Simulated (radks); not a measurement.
Sr, 38 electrons, occupied as [Kr] 5s2. Calculated with a radial shooting solver on a logarithmic mesh with Libxc functionals: scalar-relativistic Kohn-Sham, r2SCAN, spin-polarised, spherical densities, finite nucleus; meta-GGA in the generalised Kohn-Sham scheme; Fermi nuclear charge, rms radius 4.224 fm.

Unscreened Slater integrals over Kohn-Sham orbitals (cm^-1). They are taken over the spin-up orbitals.

integral,value
"F0(5s,5s)",44949
"F0(5s,4p)",56924
"G1(5s,4p)",3490.1
"F0(5s,4s)",57544
"G0(5s,4s)",2041.6
"F0(5s,3d)",60228
"G2(5s,3d)",1012.0
"F0(4p,4p)",126600
"F2(4p,4p)",66412
"F0(4p,4s)",134890
"G1(4p,4s)",90631
"F0(4p,3d)",164850
"F2(4p,3d)",35366
"G1(4p,3d)",11411
"G3(4p,3d)",10770
"F0(4s,4s)",145240
"F0(4s,3d)",185310
"G2(4s,3d)",15115
"F0(3d,3d)",402590
"F2(3d,3d)",195650
"F4(3d,3d)",123720
